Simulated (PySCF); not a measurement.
## Computed structure and properties of [Pb(SH)2]2+

System: [Pb(SH)2]2+ (singlet); start: template (C2). Method: PySCF 2.14.0, RKS PBE0, Pb def2-SVP with ECP60, S def2-SVP, H def2-SVP; non-relativistic Hamiltonian with scalar-relativistic core potentials where named; density fitting; no spin-orbit coupling.

Input of the relaxation:

```python
mol = gto.M(atom='''
Pb     0.00000    -0.00000    -0.23363
S      2.23720    -0.00000     0.76757
H      3.05130    -0.33650    -0.24383
S     -2.23720     0.00000     0.76757
H     -3.05130     0.33650    -0.24383''',
    basis={'Pb': 'def2-SVP', 'S': 'def2-SVP', 'H': 'def2-SVP'},
    ecp={'Pb': 'def2-SVP'},
    charge=2, spin=0)
mf = dft.RKS(mol, xc='PBE0')
mf.grids.atom_grid = (50, 194)
mf = mf.density_fit()  # fitting sets: Pb def2-universal-JKFIT, S def2-universal-JKFIT, H def2-universal-JKFIT
mf.conv_tol = 1e-08; mf.max_cycle = 55
mf.kernel(dm0)  # dm0: converged density of the start geometry
# quasi-Newton relaxation in Cartesian coordinates to a largest gradient under 0.00045 Eh/bohr, steps kept in the point group
```

Run from Python with OMP_NUM_THREADS=2; the lines above give its settings. Where DIIS fails, smearing, a level shift and second-order steps follow.
It took 22 s on 2 threads of Arm Neoverse V1, on a shared host, from the converged density of the start.

Course of the relaxation:

| step | energy above end (eV) | largest force component within the symmetry (eV/Å) |
| --- | --- | --- |
| 0 | 0.3888 | 0.689 |
| 1 | 0.2690 | 0.384 |
| 2 | 0.2599 | 1.305 |
| 3 | 0.1608 | 0.597 |
| 4 | 0.1280 | 0.348 |
| 5 | 0.0654 | 0.215 |
| 6 | 0.0296 | 0.179 |
| 7 | 0.0222 | 0.193 |
| 8 | 0.0142 | 0.166 |
| 9 | 0.0071 | 0.135 |
| 10 | 0.0033 | 0.037 |
| 11 | 0.0013 | 0.086 |
| 12 | 0.0001 | 0.025 |
| 13 | 0.0000 | 0.018 |

Relaxed geometry (C2):

```xyz
5

Pb    0.0000    0.0000    0.4310
S     2.3948    0.3597    0.5792
H     2.6691   -0.5753   -0.3878
S    -2.3948   -0.3597    0.5792
H    -2.6691    0.5753   -0.3878
```

```json
{"contact": "Pb1–S2 (SH)", "Å": "2.426"}
{"contact": "Pb1–S4 (SH)", "Å": "2.426"}
```

On the finer grid (75, 302):

- HOMO: -18.96 eV
- LUMO: -15.56 eV
- Dipole about the centre of mass: 1.70 D
- Set of Mulliken populations of Pb1 outside the core potential: s 3.72, p 7.03, d 10.13
- D3(BJ) dispersion energy (not in the energies): -0.120 eV

| atom | Mulliken (e) | Löwdin (e) | spin (e) |
| --- | --- | --- | --- |
| Pb1 | 1.13 | 0.91 | 0.00 |
| S2 | 0.21 | 0.45 | 0.00 |
| H3 | 0.23 | 0.09 | 0.00 |
| S4 | 0.21 | 0.45 | 0.00 |
| H5 | 0.23 | 0.09 | 0.00 |

On the grid (50, 194), as all that follows. Harmonic modes: a minimum; lowest 70 cm⁻¹ (negative: unstable), highest 2579 cm⁻¹, zero-point energy 0.471 eV.

Taking off one SH (charge -1, singlet; the rest: singlet) in vacuum, both parts rigid, costs 25.33 eV; the small basis without counterpoise inflates it. Most of it is the attraction of opposite charges; other ways to part are cheaper, and one spin state was tried for the rest.

Rigid scan of SH along the line from its metal:

distance to S2 (Å), energy (eV) and a bar:
```
     2.13      0.781 ##############################
     2.23      0.292 ###########
     2.33      0.061 ##
     2.43      0.000 
     2.53      0.046 ##
     2.63      0.156 ######
     2.83      0.454 #################
```

One start shape was tried, so this needn't be the lowest isomer.
